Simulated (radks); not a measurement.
Species: Ba+. Configuration: [Xe] 6s1. All-electron calculation, scalar-relativistic Kohn-Sham, PW91, spin-polarised, spherical densities, finite nucleus; open shells are filled with parallel spins first (spin-orbit coupling, left out, can overturn this in heavy ions); Fermi nuclear charge, rms radius 4.8378 fm. Program: a radial shooting solver on a logarithmic mesh with Libxc functionals.

Normalised radial functions P(r) = r R(r), r in bohr:

```
   r/bohr * 4d down (the largest magnitude, 1.22, reaches the edge; | marks zero)
  0.00261                             *
 0.003537                             *
 0.004793                             *
 0.006496                             *
 0.008874                             *
  0.01203                             *
   0.0163                             *
  0.02209                             *
  0.03018                             |*
   0.0409                             | *
  0.05543                             |   *
  0.07513                             |      *
   0.1018                             |          *
   0.1391                             |             *
   0.1885                             |              *
   0.2555                             |        *
   0.3463                          *  |
    0.473           *                 |
   0.6411  *                          |
   0.8689    *                        |
    1.178              *              |
    1.596                       *     |
     2.18                           * |
    2.955                             *
    4.005                             *
    5.427                             *
    7.414                             *
    10.05                             *
    13.62                             *
```

4d down: eigenvalue -95.430 eV, 1 radial node at r = 0.324 bohr, <r> = 0.800 bohr, 90 % of the charge inside 1.21 bohr.
